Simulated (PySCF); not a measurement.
PySCF job for Si(H)(vinyl)(OH)(OMe) (C3H8O2Si), SMILES O[SiH](C=C)OC, PBE-D3(BJ)/def2-SVP. Geometry optimised at PBE-D3(BJ)/def2-SVP. Other conformers were not sampled.

```python
import numpy as np
from pyscf import gto, scf, dft, df
from pyscf.hessian import thermo

mol = gto.M(
    atom='''
    Si   -0.19944590   -0.09193247   -0.38762840
    O    -0.10494156    1.55409873   -0.72539972
    C     1.50779247   -0.84802897   -0.33913155
    C     2.57618930   -0.22307048   -0.87473226
    O    -0.86685241   -0.42669971    1.11534679
    C    -2.21298210   -0.13589293    1.44039633
    H    -1.10267885   -0.61738983   -1.46439539
    H     0.49802838    2.03847910   -0.13308274
    H     1.65111088   -1.83561733    0.13693518
    H     2.47663083    0.76295721   -1.36265181
    H     3.59052394   -0.65848987   -0.85656118
    H    -2.44576991   -0.58075209    2.42986003
    H    -2.92760410   -0.55981799    0.69635009
    H    -2.39964487    0.96044751    1.50157162
    ''',
    basis='def2-SVP',
    charge=0,
    spin=0,
    max_memory=1600,
    verbose=3,
)
mf = dft.RKS(mol, xc='pbe').density_fit(auxbasis='def2-universal-jkfit')
mf.disp = 'd3bj'
mf.grids.level = 3
mf.conv_tol = 1e-11
mf.max_cycle = 100
mf.kernel()

# [left out here: the lines that compute and print the analytic Hessian (its translational invariance restored by hand, since the grid's response is missing), thermochemistry and intensities]
```

Program output:

```
converged SCF energy = -558.364267464343

WARN: DFTD3 does not support analytical Hessian, using finite difference


WARN: Mole.unit (angstrom) is changed to Bohr

Mode                                 0                   1                   2
Irrep
Freq [cm^-1]                       64.8684             84.3072             95.4227
Reduced mass [au]                   2.1505              1.5055              1.9311
Force const [Dyne/A]                0.0053              0.0063              0.0104
Char temp [K]                      93.3312            121.2993            137.2920
Normal mode                   x     y     z       x     y     z       x     y     z
       0  Si                -0.01 -0.04 -0.03   -0.02 -0.00 -0.03   -0.02  0.04 -0.02
       1   O                -0.03 -0.02  0.03   -0.00 -0.01 -0.06    0.03  0.03 -0.05
       2   C                -0.01 -0.02 -0.05   -0.03 -0.03 -0.04   -0.05 -0.03 -0.04
       3   C                 0.01  0.06  0.08    0.01  0.03  0.11    0.01 -0.03  0.08
       4   O                -0.00 -0.07 -0.04    0.02  0.02 -0.00    0.03  0.07  0.01
       5   C                 0.05  0.11  0.03    0.04 -0.00  0.06    0.00 -0.11  0.04
       6   H                 0.00 -0.01 -0.06   -0.06 -0.01  0.01   -0.06  0.04  0.02
       7   H                -0.08 -0.03  0.08   -0.02  0.00 -0.06    0.01  0.03 -0.03
       8   H                -0.01 -0.08 -0.16   -0.06 -0.08 -0.15   -0.12 -0.09 -0.14
       9   H                 0.02  0.12  0.20    0.05  0.09  0.21    0.08  0.02  0.17
      10   H                 0.02  0.08  0.09    0.01  0.02  0.12   -0.01 -0.08  0.08
      11   H                 0.12  0.37  0.16   -0.04 -0.36 -0.12    0.16  0.08  0.16
      12   H                -0.05 -0.02  0.20    0.02  0.35 -0.13    0.04 -0.43  0.19
      13   H                 0.13  0.14 -0.22    0.13 -0.01  0.48   -0.21 -0.13 -0.21
Mode                                 3                   4                   5
Irrep
Freq [cm^-1]                      140.1723            173.2161            269.8496
Reduced mass [au]                   2.8044              3.3215              2.0792
Force const [Dyne/A]                0.0325              0.0587              0.0892
Char temp [K]                     201.6767            249.2194            388.2535
Normal mode                   x     y     z       x     y     z       x     y     z
       0  Si                -0.01  0.04 -0.05   -0.01 -0.02 -0.02   -0.05  0.01 -0.00
       1   O                -0.06  0.05 -0.01    0.15 -0.03 -0.03    0.01  0.01  0.00
       2   C                -0.00  0.05  0.08   -0.00  0.01  0.04   -0.06  0.02  0.01
       3   C                 0.04 -0.09  0.02   -0.07  0.08 -0.01   -0.05  0.01  0.04
       4   O                -0.01 -0.06 -0.07   -0.06 -0.02 -0.04    0.09 -0.06  0.05
       5   C                 0.04 -0.02  0.08   -0.02 -0.02  0.08    0.07 -0.00 -0.09
       6   H                 0.05  0.04 -0.11   -0.01  0.04 -0.05   -0.19  0.08  0.09
       7   H                -0.02  0.04 -0.04    0.25 -0.11 -0.06    0.36 -0.10 -0.26
       8   H                -0.05  0.14  0.28    0.08  0.06  0.11   -0.05  0.09  0.17
       9   H                 0.11 -0.17 -0.16   -0.18  0.04 -0.08   -0.06 -0.06 -0.10
      10   H                 0.03 -0.12  0.16   -0.02  0.19  0.01   -0.03  0.08  0.19
      11   H                 0.14 -0.02  0.10    0.08  0.01  0.12   -0.04  0.05 -0.09
      12   H                -0.06  0.01  0.16   -0.09 -0.04  0.17    0.13 -0.01 -0.14
      13   H                 0.09 -0.01  0.12   -0.02 -0.02  0.08    0.10  0.01 -0.15
Mode                                 6                   7                   8
Irrep
Freq [cm^-1]                      296.4476            336.6925            404.9043
Reduced mass [au]                   1.9610              3.2487              2.1825
Force const [Dyne/A]                0.1015              0.2170              0.2108
Char temp [K]                     426.5221            484.4255            582.5672
Normal mode                   x     y     z       x     y     z       x     y     z
       0  Si                 0.01 -0.02 -0.05   -0.04 -0.05 -0.05   -0.07 -0.01  0.01
       1   O                 0.01 -0.00  0.05   -0.02 -0.03  0.11    0.09 -0.02 -0.04
       2   C                -0.03 -0.05  0.06    0.03  0.04 -0.05   -0.01  0.09 -0.05
       3   C                -0.09  0.01  0.01    0.08  0.00 -0.00    0.08 -0.00 -0.01
       4   O                 0.06  0.07 -0.02   -0.00  0.11 -0.00    0.01 -0.04  0.05
       5   C                 0.05 -0.01 -0.03   -0.02  0.00  0.01   -0.01  0.01 -0.00
       6   H                 0.01  0.02 -0.08   -0.07 -0.07 -0.01   -0.14  0.02  0.06
       7   H                -0.38  0.03  0.43    0.30 -0.23 -0.06   -0.36  0.01  0.39
       8   H                 0.02  0.02  0.19    0.05  0.10  0.07   -0.01  0.14  0.05
       9   H                -0.22 -0.05 -0.08    0.14 -0.05 -0.13    0.20 -0.04 -0.11
[...]
       6   H                 0.00 -0.01 -0.01   -0.01 -0.01  0.00    0.01  0.00 -0.00
       7   H                 0.00  0.00 -0.00   -0.00  0.00 -0.00    0.00 -0.00 -0.00
       8   H                 0.00  0.00 -0.00    0.01  0.00 -0.00   -0.00 -0.00  0.00
       9   H                 0.00  0.00  0.00    0.00 -0.00  0.00   -0.01  0.00  0.00
      10   H                 0.00  0.00 -0.00   -0.00  0.00 -0.00   -0.00 -0.00  0.00
      11   H                 0.48  0.36  0.29    0.45 -0.42 -0.06    0.09 -0.31 -0.11
      12   H                 0.26  0.38 -0.48    0.25 -0.15 -0.17   -0.35  0.49  0.09
      13   H                -0.25 -0.06  0.06    0.50  0.12 -0.35   -0.36 -0.03 -0.58
Mode                                27                  28                  29
Irrep
Freq [cm^-1]                     1620.5440           2180.8682           2916.7318
Reduced mass [au]                   4.9788              1.0409              1.0353
Force const [Dyne/A]                7.7036              2.9168              5.1895
Char temp [K]                    2331.6019           3137.7838           4196.5276
Normal mode                   x     y     z       x     y     z       x     y     z
       0  Si                -0.01  0.00  0.00    0.02  0.01  0.02    0.00  0.00 -0.00
       1   O                 0.00 -0.00 -0.00    0.00  0.00  0.00    0.00 -0.00  0.00
       2   C                 0.16  0.07 -0.07   -0.00  0.00  0.00   -0.00 -0.00  0.00
       3   C                -0.15 -0.08  0.07    0.00 -0.00  0.00   -0.00 -0.00  0.00
       4   O                -0.00  0.00  0.00   -0.00  0.00  0.00   -0.00  0.00  0.00
       5   C                 0.00 -0.00 -0.00    0.00 -0.00 -0.00   -0.05  0.01 -0.01
       6   H                -0.01  0.01 -0.01   -0.59 -0.34 -0.70    0.00 -0.00  0.01
       7   H                -0.00  0.00  0.00    0.00  0.00  0.00   -0.00  0.00 -0.00
       8   H                -0.09  0.08 -0.02    0.01  0.00 -0.00    0.00  0.00 -0.00
       9   H                 0.23 -0.10  0.00   -0.00 -0.00  0.00   -0.00  0.00 -0.00
      10   H                -0.05  0.20 -0.09    0.00  0.00 -0.00    0.00 -0.00 -0.00
      11   H                -0.00  0.00 -0.00   -0.01  0.00 -0.00    0.07  0.14 -0.32
      12   H                -0.00  0.00  0.00   -0.00  0.00  0.01    0.44  0.28  0.48
      13   H                -0.01 -0.00  0.00   -0.00 -0.00  0.00    0.08 -0.56 -0.04
Mode                                30                  31                  32
Irrep
Freq [cm^-1]                     2987.9891           3037.1499           3046.0638
Reduced mass [au]                   1.1045              1.1025              1.0583
Force const [Dyne/A]                5.8100              5.9921              5.7856
Char temp [K]                    4299.0511           4369.7826           4382.6076
Normal mode                   x     y     z       x     y     z       x     y     z
       0  Si                 0.00  0.00 -0.00   -0.00  0.00  0.00    0.00  0.00 -0.00
       1   O                 0.00 -0.00  0.00    0.00 -0.00 -0.00   -0.00 -0.00  0.00
       2   C                -0.00 -0.00 -0.00    0.00 -0.00  0.00   -0.01  0.01 -0.00
       3   C                -0.00 -0.00  0.00    0.00  0.00 -0.00    0.05  0.03 -0.03
       4   O                -0.00 -0.00 -0.00    0.00 -0.00  0.00    0.00 -0.00 -0.00
       5   C                 0.02  0.07  0.04    0.00  0.05 -0.08   -0.00  0.00  0.00
       6   H                 0.00  0.00 -0.00    0.00 -0.00 -0.00    0.00 -0.00  0.00
       7   H                -0.00  0.00  0.00    0.00  0.00  0.00   -0.00 -0.00 -0.00
       8   H                 0.00  0.00 -0.00   -0.00  0.00 -0.00    0.02 -0.15  0.07
       9   H                -0.00  0.00 -0.00    0.00 -0.00  0.00    0.07 -0.62  0.30
      10   H                 0.00 -0.00  0.00   -0.00  0.00 -0.00   -0.60  0.27 -0.02
      11   H                 0.02  0.06 -0.07   -0.17 -0.36  0.79    0.00  0.00 -0.00
      12   H                -0.38 -0.23 -0.42    0.13  0.09  0.13    0.00  0.00  0.00
      13   H                 0.11 -0.71 -0.02    0.04 -0.27 -0.03    0.00 -0.00 -0.00
Mode                                33                  34                  35
Irrep
Freq [cm^-1]                     3077.1493           3139.3041           3747.3685
Reduced mass [au]                   1.0918              1.1166              1.0661
Force const [Dyne/A]                6.0909              6.4837              8.8207
Char temp [K]                    4427.3327           4516.7597           5391.6289
Normal mode                   x     y     z       x     y     z       x     y     z
       0  Si                 0.00 -0.00 -0.00    0.00  0.00 -0.00   -0.00  0.00 -0.00
       1   O                -0.00 -0.00 -0.00   -0.00 -0.00  0.00   -0.04 -0.03 -0.04
       2   C                -0.01  0.07 -0.04   -0.00  0.01 -0.01    0.00  0.00 -0.00
       3   C                -0.01 -0.02  0.01   -0.06  0.07 -0.02    0.00  0.00 -0.00
       4   O                -0.00 -0.00  0.00   -0.00 -0.00  0.00    0.00  0.00 -0.00
       5   C                -0.00  0.00 -0.00    0.00  0.00 -0.00   -0.00  0.00  0.00
       6   H                -0.00  0.00 -0.00   -0.00 -0.00 -0.00    0.00 -0.00  0.00
       7   H                 0.00  0.00  0.00    0.00 -0.00 -0.00    0.59  0.50  0.58
       8   H                 0.12 -0.83  0.40    0.02 -0.11  0.05   -0.00  0.00  0.00
       9   H                -0.02  0.18 -0.09    0.05 -0.56  0.28    0.00 -0.00  0.00
      10   H                 0.01 -0.01  0.00    0.63 -0.27  0.01   -0.00  0.00 -0.00
      11   H                -0.00 -0.00  0.00   -0.00 -0.00  0.00    0.00  0.00 -0.00
      12   H                 0.00  0.00  0.00   -0.00 -0.00 -0.00    0.00 -0.00  0.00
      13   H                 0.00 -0.00 -0.00    0.00 -0.00 -0.00    0.00 -0.00  0.00
temperature 298.1500 [K]
pressure 101325.00 [Pa]
Rotational constants [GHz] 5.51888 1.74477 1.43748
Symmetry number 1
Zero-point energy (ZPE) 0.10502 [Eh]   275731.811 [J/mol]
                           tot       elec      trans        rot        vib
Entropy [J/mol/K]       384.794      0.000    166.691    115.238    102.864
Cv [J/mol/K]            125.362      0.000     12.472     12.472    100.419
Cp [J/mol/K]            133.677      0.000     20.786     12.472    100.419
Internal energy [J/mol]                      3718.434   3718.434 291716.976
Internal energy [Eh]   -558.25033  -558.36427
Enthalpy [J/mol]                             6197.391   3718.434 291716.976
Enthalpy [Eh]          -558.24938
Gibbs free energy [J/mol]                  -43501.469 -30639.856 261047.940
Gibbs free energy [Eh] -558.29308
mode   freq/cm-1   IR/(km/mol)
   1       64.87         1.233
   2       84.31         0.492
   3       95.42         2.083
   4      140.17         1.390
   5      173.22         2.429
   6      269.85        23.683
   7      296.45        21.154
   8      336.69        44.374
   9      404.90        69.437
  10      521.41        34.209
  11      658.88        30.887
  12      729.29        17.954
  13      784.54        60.673
  14      817.79       252.153
  15      875.13       178.657
  16      879.35        62.376
  17      953.56        22.828
  18      971.59        33.634
  19     1011.36        14.648
  20     1112.06       213.583
  21     1135.08         2.050
  22     1169.27       111.425
  23     1226.05         5.366
  24     1367.28        15.982
  25     1419.09         3.670
  26     1422.89         4.741
  27     1425.09        10.152
  28     1620.54         9.955
  29     2180.87       127.959
  30     2916.73        81.056
  31     2987.99        40.509
  32     3037.15        30.141
  33     3046.06        14.125
  34     3077.15         2.350
  35     3139.30         8.363
  36     3747.37        50.572
max |gradient| / (hartree/bohr): 7.56391084510263e-05
APT charges: [ 1.7308 -0.7783 -0.3892 -0.022  -1.0168  0.5711 -0.2965  0.2688  0.0242
  0.0342  0.0271 -0.042  -0.0561 -0.0554]
```

The calculation finished and met its thresholds.
